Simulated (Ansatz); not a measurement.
Gas-phase electronic energies from Ansatz, PBE0-D4/def2-TZVP geometries. CCSD(T)/CBS adds triple-zeta CCSD(T) − MP2 to the extrapolated MP2 energy (def2 sets, frozen cores). This one scheme is used for every species. Functionals use def2-TZVPP. B3LYP here is the variant with VWN-RPA as its local correlation; programs differ in this. No spin–orbit coupling; open shells (•) take unrestricted orbitals. One conformer a species, not always the lowest.

Consider the homolysis of the Si–Si bond: `CO[SiH2][SiH3]` → `[SiH3]`• + `CO[SiH2]`•.

(1) What is ΔE at CCSD(T)/CBS? (An estimate is asked.)

(2) What do these levels give: PBE-D4, BLYP-D4, PBE0-D4, B3LYP-D4, CAM-B3LYP-D4, ωB97X-V, B2PLYP, PBE-QIDH, B3LYP, CCSD(T)/def2-SVP, CCSD(T)/def2-TZVPP, MP2/def2-QZVPP? (Best estimate.)

(3) What do rigid-rotor, harmonic-oscillator terms from PBE0-D4/def2-TZVP frequencies (298.15 K, 1 bar) make of the CCSD(T)/CBS value? (An estimate is asked.)

Largest T1 diagnostic among the species: 0.015.

Results:

(1) Ansatz gave: +79.7 kcal/mol.

(2) Ansatz gave: PBE-D4 74.9, BLYP-D4 72.6, PBE0-D4 76.0, B3LYP-D4 74.9, CAM-B3LYP-D4 75.8, ωB97X-V 80.5, B2PLYP 74.7, PBE-QIDH 77.1, B3LYP 72.2, CCSD(T)/def2-SVP 73.3, CCSD(T)/def2-TZVPP 77.0, MP2/def2-QZVPP 78.5 kcal/mol.

(3) Computed: ΔZPE = -3.3 kcal/mol, ΔH = +77.2 kcal/mol, ΔS = 157 J/(mol·K), ΔG = +66.0 kcal/mol. Open shells count their whole term as degenerate.

From PBE to PBE0 (25 % exact exchange), in def2-TZVPP and without D4, ΔE moves by +1.3 kcal/mol. Leaving LDA and LC-ωPBE aside and taking each functional with its dispersion term where it has one, the values, not all of them listed here, spread over 7.9 kcal/mol, from revPBE-D4 to ωB97X-V. LDA lies +10.7 kcal/mol from PBE without D4, its usual overbinding.
